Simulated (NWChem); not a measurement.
# InHF₂; SMILES [InH]([F])[F]

```xyz
4

In     0.0000     0.0000    -0.2861
H      0.0000     0.0000    -1.9791
F     -1.5765     0.0000     0.8599
F      1.5765     0.0000     0.8599
```
Atoms are numbered in this order, from 1.

Level: PBE0/def2-SVP with def2 effective core potentials on In (NWChem), optimised geometry, unscaled harmonic frequencies. def2 effective core potentials on In; no spin-orbit coupling.

Problem. List the harmonic frequencies with IR intensities, and the thermochemistry.

Solution. 
```json
[
 {"frequency (cm⁻¹)": "152", "IR intensity (km/mol)": "28.6"},
 {"frequency (cm⁻¹)": "404", "IR intensity (km/mol)": "68.8"},
 {"frequency (cm⁻¹)": "412", "IR intensity (km/mol)": "101.1"},
 {"frequency (cm⁻¹)": "620", "IR intensity (km/mol)": "37.1"},
 {"frequency (cm⁻¹)": "629", "IR intensity (km/mol)": "48.2"},
 {"frequency (cm⁻¹)": "1902", "IR intensity (km/mol)": "47.0"}
]
```

- zero-point energy: 5.9 kcal/mol
- thermal correction to the enthalpy at 298.15 K (with zero-point energy): 9.2 kcal/mol
- heat capacity Cv: 12.7 cal/(mol K)
- entropy at 298.15 K and 1 atm (symmetry number 2): 69.6 cal/(mol K)

Rigid rotor and harmonic oscillator.
